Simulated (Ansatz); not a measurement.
Total energies of the cluster Li2Al2⁺ from Ansatz at PBE0-D4/def2-TZVP, gas phase (1 Eh = 27.2114 eV = 2625.5 kJ/mol). The reference geometry is relaxed at PBE-D4/def2-TZVP.

```csv
atom,x (Å),y (Å),z (Å)
Al1,0.261,1.641,0.140
Al2,1.392,-0.320,-0.862
Li3,-0.047,-0.900,1.709
Li4,-1.606,-0.421,-0.988
```

```json
{"state": "charge 1 doublet", "geometry": "reference", "energy (Eh)": "-499.40741"}
{"state": "charge 0 singlet", "geometry": "reference", "energy (Eh)": "-499.60728"}
{"state": "charge 1 quartet", "geometry": "relaxed at PBE-D4/def2-TZVP", "energy (Eh)": "-499.39504"}
```

(1) Work out the vertical electron affinity, to the singlet.

(2) Which of the charge 1 states is lowest, and how far above it are the others?

(1) E(charge 1 doublet) − E(charge 0 singlet) = -499.40741 − (-499.60728) = 0.19987 Eh = 5.44 eV.

(2) The doublet. quartet: -499.39504 − (-499.40741) = 0.01237 Eh = 32.5 kJ/mol.

A triplet lies near this restricted singlet, and broken spin symmetry wasn't tried. 

The structure comes from a short search, and lower isomers may exist.
